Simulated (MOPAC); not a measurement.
MOPAC input (PM6):

```
PM6 FORCE THERMO(298,298) PRECISE LET CHARGE=-1 GEO-OK AUX(PRECISION=9) THREADS=1
H3O3SSi

O     0.65297044 1   -1.42633118 1   -0.61371526 1
Si    0.00634147 1   -0.02877815 1   -0.21925193 1
O    -1.44673890 1    0.00936473 1   -0.86269268 1
O     0.86339288 1    1.09970649 1   -0.93956229 1
S    -0.04976802 1    0.22690597 1    1.72762271 1
H     1.01692018 1   -2.20144025 1   -0.70610679 1
H    -2.27499182 1    0.04756240 1   -1.09579737 1
H     1.34499617 1    1.75748414 1   -1.21733473 1
```

From the output:

```
     H    8   0.021976   3.432714

          HEAT OF FORMATION =    -285.377937 KCALS/MOLE

          ZERO POINT ENERGY      19.969 KCAL/MOL

           NORMAL COORDINATE ANALYSIS (Total motion = 1 Angstrom)

   Root No.       1         2         3         4         5         6         7         8

                 1 E       1 E       1 A1      2 E       2 E       3 E       3 E       1 A2

                 202.5     202.5     284.9     287.3     287.3     338.2     338.2     365.6

           1    0.0488   -0.0113    0.0159   -0.0510   -0.0519    0.0224   -0.0208   -0.0000
           2   -0.1238   -0.0718    0.0486   -0.0586    0.0551   -0.0292   -0.0042   -0.0252
           3    0.1437   -0.0981   -0.0755   -0.0350    0.0382    0.0106   -0.0299   -0.0162
           4    0.0289   -0.0067    0.0237   -0.0476   -0.0485    0.0015   -0.0014    0.0000
           5    0.0002   -0.0277   -0.0320    0.0336   -0.0536    0.0016    0.0010    0.0000
           6   -0.0136   -0.0146    0.0497    0.0443   -0.0114    0.0003    0.0013   -0.0000
           7    0.0646    0.1090   -0.0511    0.0802   -0.0016   -0.0146    0.0184   -0.0241
           8   -0.0045   -0.0835   -0.0010   -0.0042   -0.0728    0.0353    0.0035    0.0074
           9   -0.1076    0.1369   -0.0755   -0.0492   -0.0165   -0.0230   -0.0221    0.0162
          10    0.0102   -0.1263   -0.0511   -0.0030    0.0802   -0.0195    0.0132    0.0241
          11    0.1292    0.0370    0.0691    0.0443    0.0473   -0.0185   -0.0074    0.0178
          12   -0.0945   -0.1013   -0.0303    0.0598   -0.0154    0.0099    0.0417   -0.0000
          13   -0.0895    0.0208    0.0287    0.0222    0.0226    0.0002   -0.0002   -0.0000
          14   -0.0006    0.0857   -0.0388   -0.0156    0.0250    0.0002    0.0001   -0.0000
          15    0.0422    0.0453    0.0602   -0.0206    0.0053    0.0000    0.0002    0.0000
          16    0.0446   -0.0104    0.0046   -0.0652   -0.0664   -0.0221    0.0205    0.0000
          17   -0.1018   -0.0432    0.1057   -0.0766    0.2021    0.1776   -0.1734    0.2551
          18    0.1259   -0.0722   -0.1641   -0.1887   -0.0118   -0.2856    0.2588    0.1643
          19    0.0384    0.0873   -0.1024    0.1649    0.1075    0.2186    0.0714    0.2439
          20    0.0022   -0.0726    0.0265   -0.0244   -0.1266   -0.0972   -0.0308   -0.0746
          21   -0.0806    0.1208   -0.1641   -0.1595    0.1017    0.3727    0.1063   -0.1643
          22   -0.0038   -0.0953   -0.1024    0.1045    0.1669   -0.0588   -0.2193   -0.2439
          23    0.1002    0.0400    0.1384   -0.0431    0.1545    0.0666    0.2994   -0.1804
          24   -0.0827   -0.0886   -0.0920    0.1581   -0.0408   -0.0580   -0.2431    0.0000

   Root No.       9        10        11        12        13        14        15        16

                 2 A1      4 E       4 E       3 A1      4 A1      5 E       5 E       6 E

                 420.4     443.4     443.4     600.6     739.1     828.3     828.3    2448.4

           1   -0.0104    0.0080    0.0105   -0.1180   -0.1323   -0.1955    0.0524   -0.0238
           2    0.0164   -0.0315    0.0194   -0.0114   -0.0058   -0.0157   -0.0048   -0.0015
           3   -0.0255   -0.0184    0.0150    0.0177    0.0090    0.0195   -0.0110    0.0025
           4    0.0038    0.0050    0.0066   -0.0426    0.0574    0.1702   -0.0456   -0.0047
           5   -0.0051    0.0074   -0.0028    0.0576   -0.0776    0.0782    0.1442   -0.0017
           6    0.0079    0.0024   -0.0049   -0.0894    0.1205   -0.0307    0.1146    0.0011
           7   -0.0127   -0.0009   -0.0339    0.0454    0.0443   -0.0572   -0.0454   -0.0052
           8    0.0147    0.0145    0.0091    0.1095    0.1248   -0.1322   -0.1358   -0.0144
           9   -0.0255    0.0001    0.0229    0.0177    0.0090   -0.0114   -0.0192   -0.0017
          10   -0.0127   -0.0339   -0.0117    0.0454    0.0443   -0.0268    0.0679   -0.0028
          11    0.0172   -0.0228   -0.0134   -0.0614   -0.0598    0.0195   -0.0963    0.0043
          12   -0.0240    0.0055   -0.0113   -0.0924   -0.1099    0.0423   -0.1580    0.0069
          13    0.0046   -0.0031   -0.0041    0.0540   -0.0249   -0.0074    0.0020    0.0000
          14   -0.0063   -0.0046    0.0017   -0.0729    0.0337   -0.0034   -0.0063    0.0000
          15    0.0097   -0.0015    0.0031    0.1132   -0.0523    0.0013   -0.0050   -0.0000
          16    0.0300    0.0116    0.0152   -0.1175   -0.1087   -0.1390    0.0372    0.4704
          17   -0.1582    0.3086   -0.2390    0.0261    0.0353    0.0835    0.0005    0.0288
          18    0.2456    0.2342   -0.1074   -0.0405   -0.0548   -0.1170    0.0461   -0.0451
          19    0.1425    0.0163    0.3584    0.0094   -0.0020    0.0396    0.0098    0.1055
          20   -0.0749    0.0157   -0.1116    0.1200    0.1143   -0.1185   -0.1094    0.2835
          21    0.2456   -0.0678   -0.2363   -0.0405   -0.0548    0.0783    0.0984    0.0292
          22    0.1425    0.3561    0.1305    0.0094   -0.0020    0.0294   -0.0283    0.0584
          23   -0.1926    0.2455    0.1336   -0.0127    0.0027    0.0029    0.0496   -0.0805
          24    0.1698    0.0176   -0.0364   -0.1260   -0.1267    0.0513   -0.1916   -0.1372

   Root No.      17        18

                 6 E       5 A1

                2448.4    2462.1

           1    0.0041   -0.0166
           2    0.0006   -0.0013
           3   -0.0002    0.0020
           4    0.0008   -0.0009
           5   -0.0043    0.0012
           6   -0.0032   -0.0019
           7   -0.0072    0.0061
           8   -0.0184    0.0155
           9   -0.0019    0.0020
          10    0.0085    0.0061
          11   -0.0114   -0.0082
          12   -0.0193   -0.0133
          13   -0.0000    0.0001
          14    0.0000   -0.0002
          15    0.0000    0.0003
          16   -0.0813    0.3134
          17   -0.0059    0.0201
          18    0.0072   -0.0312
          19    0.1372   -0.1109
          20    0.3647   -0.2939
          21    0.0368   -0.0311
          22   -0.1655   -0.1109
          23    0.2232    0.1499
          24    0.3831    0.2547

           MASS-WEIGHTED COORDINATE ANALYSIS (NORMAL COORDINATES)

   Root No.       1         2         3         4         5         6         7         8

                 1 E       1 E       1 A1      2 E       2 E       3 E       3 E       1 A2

                 202.5     202.5     284.9     287.3     287.3     338.2     338.2     365.6

           1    0.1504   -0.0365    0.0702   -0.2484   -0.2536    0.1431   -0.1347   -0.0000
           2   -0.3851   -0.2178    0.2149   -0.2863    0.2683   -0.1864   -0.0270   -0.1777
           3    0.4412   -0.3075   -0.3337   -0.1711    0.1864    0.0675   -0.1939   -0.1144
           4    0.1181   -0.0287    0.1386   -0.3071   -0.3136    0.0126   -0.0118    0.0000
           5   -0.0003   -0.1132   -0.1873    0.2174   -0.3461    0.0135    0.0088    0.0000
           6   -0.0565   -0.0592    0.2908    0.2864   -0.0735    0.0027    0.0113   -0.0000
           7    0.2032    0.3344   -0.2261    0.3914   -0.0072   -0.0929    0.1192   -0.1699
           8   -0.0166   -0.2575   -0.0043   -0.0199   -0.3554    0.2252    0.0227    0.0520
           9   -0.3281    0.4261   -0.3337   -0.2398   -0.0809   -0.1470   -0.1434    0.1145
          10    0.0275   -0.3903   -0.2261   -0.0152    0.3912   -0.1246    0.0856    0.1699
          11    0.4007    0.1101    0.3056    0.2158    0.2310   -0.1185   -0.0480    0.1257
          12   -0.2954   -0.3097   -0.1341    0.2918   -0.0750    0.0637    0.2702   -0.0000
          13   -0.3906    0.0948    0.1795    0.1529    0.1562    0.0017   -0.0017   -0.0000
          14    0.0011    0.3744   -0.2426   -0.1082    0.1724    0.0018    0.0012   -0.0000
          15    0.1869    0.1960    0.3766   -0.1426    0.0366    0.0004    0.0015    0.0000
          16    0.0345   -0.0084    0.0051   -0.0797   -0.0814   -0.0355    0.0334    0.0000
          17   -0.0794   -0.0326    0.1173   -0.0941    0.2474    0.2846   -0.2822    0.4517
          18    0.0971   -0.0570   -0.1821   -0.2311   -0.0148   -0.4578    0.4214    0.2909
          19    0.0305    0.0673   -0.1136    0.2018    0.1319    0.3505    0.1159    0.4319
          20    0.0011   -0.0562    0.0294   -0.0297   -0.1551   -0.1559   -0.0501   -0.1322
          21   -0.0615    0.0943   -0.1821   -0.1954    0.1243    0.5977    0.1727   -0.2910
          22   -0.0037   -0.0738   -0.1137    0.1277    0.2045   -0.0944   -0.3569   -0.4319
          23    0.0781    0.0302    0.1536   -0.0530    0.1891    0.1071    0.4871   -0.3195
          24   -0.0649   -0.0680   -0.1021    0.1937   -0.0498   -0.0932   -0.3955    0.0001

   Root No.       9        10        11        12        13        14        15        16

                 2 A1      4 E       4 E       3 A1      4 A1      5 E       5 E       6 E

                 420.4     443.4     443.4     600.6     739.1     828.3     828.3    2448.4

           1   -0.0735    0.0503    0.0704   -0.3536   -0.4049   -0.5419    0.1459   -0.1581
           2    0.1166   -0.1986    0.1308   -0.0342   -0.0178   -0.0436   -0.0131   -0.0101
           3   -0.1811   -0.1162    0.1006    0.0532    0.0277    0.0540   -0.0305    0.0163
           4    0.0355    0.0418    0.0584   -0.1691    0.2329    0.6250   -0.1682   -0.0413
           5   -0.0480    0.0620   -0.0252    0.2286   -0.3147    0.2879    0.5295   -0.0151
           6    0.0745    0.0200   -0.0441   -0.3548    0.4886   -0.1124    0.4212    0.0100
           7   -0.0901   -0.0057   -0.2277    0.1362    0.1355   -0.1586   -0.1258   -0.0347
           8    0.1044    0.0918    0.0609    0.3282    0.3820   -0.3669   -0.3760   -0.0954
           9   -0.1811    0.0007    0.1537    0.0532    0.0277   -0.0316   -0.0533   -0.0112
          10   -0.0901   -0.2137   -0.0788    0.1362    0.1355   -0.0740    0.1884   -0.0185
```

The dipole moment of an ion depends on the origin.
